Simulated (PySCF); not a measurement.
## A small calculation by hand: dipole moment from atomic charges

Si(H)2(PH2)2 (H6P2Si), SMILES P[SiH2]P. Atoms are numbered in the order given.

```xyz
9

Si     0.0000     0.0000     0.8240
P      1.9498     0.0000    -0.3351
P     -1.9498     0.0000    -0.3351
H      0.0000     1.2127     1.6982
H      0.0000    -1.2127     1.6982
H      1.5325    -1.0417    -1.2204
H      1.5325     1.0417    -1.2204
H     -1.5325     1.0417    -1.2204
H     -1.5325    -1.0417    -1.2204
```

Coordinates come from a PBE0-D3(BJ)/def2-SVP optimisation. One conformer was computed; it need not be the lowest.

Charges (e) from PySCF with B3LYP/def2-TZVPD:

```tsv
atom	IAO	ESP fit
Si1	0.428	0.324
P2	-0.070	-0.239
P3	-0.070	-0.239
H4	-0.114	-0.061
H5	-0.114	-0.061
H6	-0.015	0.069
H7	-0.015	0.069
H8	-0.015	0.069
H9	-0.015	0.069
```

The dipole moment of the full density is 0.66 D.

**Question.** What dipole moment does each set of point charges give, and which comes closer to that of the density?

**Answer.** 
μ = Σ q r, and 1 e Å = 4.8032 D.
IAO: Σ q r = (0.000, 0.000, 0.086) e Å, |μ| = 0.41 D.
ESP fit: Σ q r = (0.000, 0.000, -0.117) e Å, |μ| = 0.56 D.
ESP fit comes closer in size. Point charges leave out the atoms' own dipoles (lone pairs, polarised bonds); fits to the potential absorb them, partitions of the density don't.
